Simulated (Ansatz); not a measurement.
Calculated with Ansatz (gas phase, PBE0-D4/def2-TZVP geometries, no zero-point term in ΔE). CCSD(T)/CBS is the MP2 limit (def2-TZVPP, def2-QZVPP) plus CCSD(T) − MP2 in def2-TZVPP, frozen cores. This one scheme is used for every species, atoms too. For atomizations the MP2-based limit and the directly extrapolated one differ by several kJ/mol either way, and by 10 to 25 for some Ge, Se and Sn compounds, so smaller differences from it don't rank the levels. Functionals use def2-TZVPP. No spin–orbit coupling; open shells (•) take unrestricted orbitals. Spin–orbit coupling would lower the free atoms: a little for C, O; strongly for Sn. def2 core potentials past Kr. For Sn outer-core shells are correlated without core-valence functions, so the limit isn't a true one: a few kJ/mol of doubt a bond, and 10 to 20 or more in all where bonds break to atoms. One conformer a species, not always the lowest.

Consider the atomization: `O=C=[N][SnH2][N]=C=O` → 2 C• + 2 H• + 2 N• + 2 O• + Sn•.

```
             level  ΔE (kJ/mol)
         revPBE-D4       3955.5
         CAM-B3LYP       3883.9
   CCSD/def2-TZVPP       3606.0
SCS-MP2/def2-QZVPP       3946.0
```

(1) What does CCSD(T)/CBS give? (An estimate is asked.)

Largest T1 diagnostic among the species: 0.017.

Results:

(1) Ansatz gave: +3869.5 kJ/mol. The listed levels differ from it by 86.0, 14.4, -263.5, 76.5 kJ/mol.

From r2SCAN to r2SCAN0 (25 % exact exchange), in def2-TZVPP and without D4, ΔE moves by −165.5 kJ/mol: exact exchange takes away binding that semilocal exchange gives to molecules. At CCSD(T), def2-SVP lies −274.7 kJ/mol from the extrapolated value and def2-TZVPP −140.0 kJ/mol: correlation converges slowly with the basis, and small sets miss more of it in the bonded molecule than in its fragments.
